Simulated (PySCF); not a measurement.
NICS in isomers of C7H5FO2.

NICS is the negative of the GIAO shielding at a point without a nucleus: at the ring centre (0) and 1 Å above and below it (1); zz is the component along the ring normal. Level: GIAO PBE0/pcSseg-1 (PySCF, non-relativistic, gas phase) on the GFN2-xTB geometries, one conformer each. Atom numbers follow the mapped SMILES.

Task: Order these rings by mean NICS(1)zz, lowest (most negative) first (ppm).
A. ring C2–C3–C5–C7–C9–C10 in `[CH3:1][C:2]1=[C:3]([F:4])[C:5](=[O:6])[C:7](=[O:8])[CH:9]=[CH:10]1`
B. ring C3–C4–O5–C6–C9–O10 in `[CH:1]#[C:2][C:3]1=[CH:4][O:5][C:6]([CH2:7][F:8])=[CH:9][O:10]1`
C. ring C3–C4–O5–C6–C10 in `[CH2:1]=[CH:2][c:3]1[cH:4][o:5][c:6]([C:7](=[O:8])[F:9])[cH:10]1`
D. ring C4–C5–C6–C7–C8–C9 in `[O:1]=[C:2]([OH:3])[c:4]1[cH:5][cH:6][cH:7][cH:8][c:9]1[F:10]`
E. ring C3–C4–C5–O7–C8–C10 in `[CH2:1]=[CH:2][c:3]1[cH:4][c:5]([F:6])[o:7][c:8](=[O:9])[cH:10]1`

Result: D (-26.9), C (-23.3), E (-6.2), A (8.2), B (20.3).

```json
{"SMILES": "O=C(O)c1ccccc1F", "ring": "6-membered carbocycle; formal bonds all aromatic", "NICS(0)": "-9.9", "NICS(1)": "-11.2", "NICS(1)zz": "-26.9", "HOMA": "0.99", "rms pucker (Å)": "0.00", "ring atoms with four or more neighbours": "0"}
{"SMILES": "C=Cc1coc(C(=O)F)c1", "ring": "5-membered ring with O; formal bonds all aromatic", "NICS(0)": "-10.8", "NICS(1)": "-9.9", "NICS(1)zz": "-23.3", "HOMA": "0.58", "rms pucker (Å)": "0.00", "ring atoms with four or more neighbours": "0"}
{"SMILES": "C=Cc1cc(F)oc(=O)c1", "ring": "6-membered ring with O; bonds drawn aromatic by RDKit's count", "NICS(0)": "-2.8", "NICS(1)": "-4.2", "NICS(1)zz": "-6.2", "HOMA": "0.11", "rms pucker (Å)": "0.00", "ring atoms with four or more neighbours": "0"}
{"SMILES": "CC1=C(F)C(=O)C(=O)C=C1", "ring": "6-membered carbocycle; formal bonds 2 double, 4 single", "NICS(0)": "9.1", "NICS(1)": "1.8", "NICS(1)zz": "8.2", "HOMA": "-0.89", "rms pucker (Å)": "0.00", "ring atoms with four or more neighbours": "0"}
{"SMILES": "C#CC1=COC(CF)=CO1", "ring": "6-membered ring with 2 O; formal bonds 2 double, 4 single", "NICS(0)": "7.7", "NICS(1)": "4.8", "NICS(1)zz": "20.3", "HOMA": "-0.91", "rms pucker (Å)": "0.00", "ring atoms with four or more neighbours": "0"}
```

NICS(0) gives another order. The isotropic NICS(1) gives the same order. Over the 5 rings with a HOMA value its correlation coefficient with NICS(1)zz is -0.97. HOMA uses Krygowski's 1993 parameters. NICS(1) and NICS(1)zz are means over the two faces.
